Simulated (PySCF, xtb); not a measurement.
CH₆Hf, SMILES [CH3][HfH3], multiplicity 1.

Harmonic wavenumbers (cm⁻¹) from xtb with GFN2-xTB at its own minimum, in rising order: 55, 304, 305, 362, 554, 555, 593, 662, 662, 1224, 1224, 1256, 1358, 1552, 1552, 2894, 2895, 2936.

**Question.** What does PySCF with r2SCAN-D4/def2-TZVP give at its own minimum? (An estimate is asked for; the answer gives what the named calculation found.)

**Answer.** 118, 263, 264, 479, 499, 499, 592, 651, 652, 1152, 1401, 1401, 1678, 1679, 1726, 2978, 3069, 3069. Paired by order, the mean absolute difference is 100 cm⁻¹ and the zero-point energies are 29.9 and 31.7 kcal/mol.
